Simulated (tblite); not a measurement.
O₂Si (SMILES O=[Si]=O), singlet, geometry from GFN2-xTB; GFN1-xTB (tblite).

Input for tblite:
```
$ tblite run mol.xyz --method gfn1 --charge 0 --spin 0 --grad --json tblite.json --no-restart

# file mol.xyz
3

O     -0.00000000    -0.00000000    -1.49108470
Si     0.00000000     0.00000000     0.00000000
O      0.00000000     0.00000000     1.49108470
```

The log (banner, timings and long lists left out):

```
xTB calculator
 | screened Coulomb repulsion
 | Coulomb electrostatics
 |  * isotropic Klopman-Ohno-Mataga-Nishimoto electrostatics
 |  * onsite third-order electrostatics
 | DFT-D3(BJ) dispersion correction

halogen bonding energy    0.0000000000000E+00 Eh
repulsion energy          9.1383497247277E-02 Eh
dispersion energy        -5.1875836425596E-04 Eh
number of electrons       1.6000000000000E+01 e
integral cutoff           2.8146159136829E+01 bohr

------------------------------------------------------------
  cycle        total energy    energy error   density error
------------------------------------------------------------
      1     -10.50533546267  -1.0596200E+01   1.0778906E+00
      2     -11.03117317030  -5.2583771E-01   5.8460218E-01
      3     -11.14974897807  -1.1857581E-01   4.8318145E-01
      4     -11.28226496772  -1.3251599E-01   2.1205780E-01
      5     -11.34161778410  -5.9352816E-02   4.2017022E-02
      6     -11.34344688311  -1.8290990E-03   2.5088061E-02
      7     -11.34438766619  -9.4078309E-04   1.3878300E-03
      8     -11.34438307546   4.5907341E-06   2.2399759E-03
      9     -11.34438978382  -6.7083637E-06   4.1356919E-04
     10     -11.34439000571  -2.2188234E-07   9.8239394E-06
------------------------------------------------------------

electronic energy        -1.1435254744589E+01 Eh
total energy             -1.1344390005706E+01 Eh

Post processing:
 | Mayer-Wiberg bond orders

[Info] Tight-binding results written to 'tblite.txt'
[Info] JSON dump of results written to 'tblite.json'
```
